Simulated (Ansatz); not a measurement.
Species: LaF₂, net charge 1, singlet state. The spin state was set by rule; other spins were not relaxed. 
Geometry from a B3LYP-D3(BJ)/def2-TZVP (Ansatz, a first-principles code) optimisation:
```xyz
3

La     0.2797     0.0365    -0.0491
F     -1.2384     1.1360    -0.9247
F     -0.5330    -1.3671     1.2355
```
Charge +1, spin multiplicity 1.

Basis-set convergence of Hartree-Fock and MP2 correlation energies (hartree) with Ansatz. Cores are frozen in the correlated levels unless marked. No spin-orbit coupling. The frozen core is the preceding noble-gas configuration, with the filled d and f shells of earlier blocks. In def2 rows, elements after Kr have scalar-relativistic effective core potentials.

```tsv
basis	functions	E(HF)	E(corr, MP2)
def2-SVPD	81	-229.82472	-0.44969
def2-TZVPPD	139	-230.06941	-0.56836
def2-QZVPPD	213	-230.08266	-0.61707
```

Extrapolating the two largest sets (X = 3 and 4) as X^-3: E(corr) = (64·(-0.61707) - 27·(-0.56836))/37 = -0.6526 Eh, an estimate of the basis-set limit. The largest set recovers 94.6 % of it, the smallest 68.9 %.
